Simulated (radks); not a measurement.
The numbers below are computed, except where a source is named.
Task: Coherent X-ray form factor from a spherical all-electron density. Level of theory: Dirac Kohn-Sham, PBE, spin-unpolarised, spherical densities, finite nucleus; Fermi nuclear charge, rms radius of each element as measured or else 0.836 A^(1/3) + 0.57 fm (a radial shooting solver on a logarithmic mesh with Libxc functionals).

sin(theta)/lambda (1/angstrom)  f0 (electrons)
0.05                                    25.711
0.1                                     24.888
0.15                                    23.644
0.2                                     22.122
0.25                                    20.461
0.3                                     18.774
0.4                                     15.610
0.5                                     12.969
0.6                                     10.922
0.8                                      8.320
1                                        6.956
1.25                                     5.943
1.5                                      5.125
2                                        3.641

The species is in the configuration that NIST lists as its ground one. Which atom or ion scatters so?

Result: The nickel ion Ni2+, [Ar] 3d8. Extrapolating in s^2 from the first two rows gives f0(0) = 26.0, near the electron count 26; among species with that count, the fall with angle is slower the higher Z, and the table is that of Z = 28; from so few rows the species is fixed only to a neighbour or two.
